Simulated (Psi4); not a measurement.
Psi4 input (wB97X-D/6-31G*):

```
memory 1500 MB

molecule {
1 1
C    -1.04781679    0.10932284   -0.37262433
Si    0.55917462   -0.05617424    0.25288161
H    -1.75364330   -0.72226473   -0.31024367
H    -1.53931018    1.08500344   -0.38271922
H     1.75140953   -0.23223646   -0.61163372
symmetry c1
no_reorient
no_com
}

set {
  basis 6-31G*
  reference rks
  scf_type pk
  dft_radial_points 99
  dft_spherical_points 590
  e_convergence 1e-8
  d_convergence 1e-7
  maxiter 150
}

e = energy('wb97x-d')
print_out(f'\nFINAL {e:.10f} DIPOLE {variable("CURRENT DIPOLE")[0]:.6f} {variable("CURRENT DIPOLE")[1]:.6f} {variable("CURRENT DIPOLE")[2]:.6f}\n')
```

From the last part of the output:

```
      18A      0.054171    19A      0.108573    20A      0.146206
      21A      0.190060    22A      0.327694    23A      0.383225
      24A      0.394083    25A      0.405640    26A      0.475070
      27A      0.528233    28A      0.673301    29A      0.737189
      30A      0.766450    31A      0.780466    32A      0.813439
      33A      0.934156    34A      1.518473    35A      1.639590
      36A      1.864424    37A      2.065507    38A      2.066114
      39A      2.749326    40A      3.943366

    Final Occupation by Irrep:
              A
    DOCC [    11 ]
    NA   [    11 ]
    NB   [    11 ]

  @RKS Final Energy:  -328.94482647008653

   => Energetics <=

    Nuclear Repulsion Energy =             44.1712296906553235
    One-Electron Energy =                -535.0424253715731311
    Two-Electron Energy =                 181.2923819395568046
    DFT Exchange-Correlation Energy =     -19.3655023447522794
    Empirical Dispersion Energy =          -0.0005103839732992
    VV10 Nonlocal Energy =                  0.0000000000000000
    Total Energy =                       -328.9448264700865820

Computation Completed

Properties will be evaluated at   0.000000,   0.000000,   0.000000 [a0]

Properties computed using the SCF density matrix

 Multipole Moments:

 ------------------------------------------------------------------------------------
     Multipole            Electronic (a.u.)      Nuclear  (a.u.)        Total (a.u.)
 ------------------------------------------------------------------------------------

 L = 1.  Multiply by 2.5417464519 to convert [e a0] to [Debye]
 Dipole X            :          0.2302696           -0.0000000            0.2302696
 Dipole Y            :         -0.0279588           -0.0000001           -0.0279589
 Dipole Z            :         -0.0162103           -0.0000001           -0.0162104
 Magnitude           :                                                    0.2325265

 ------------------------------------------------------------------------------------

FINAL -328.9448264701 DIPOLE 0.230270 -0.027959 -0.016210

*** Psi4 exiting successfully. Buy a developer a beer!
```

The dipole moment of an ion depends on the origin.
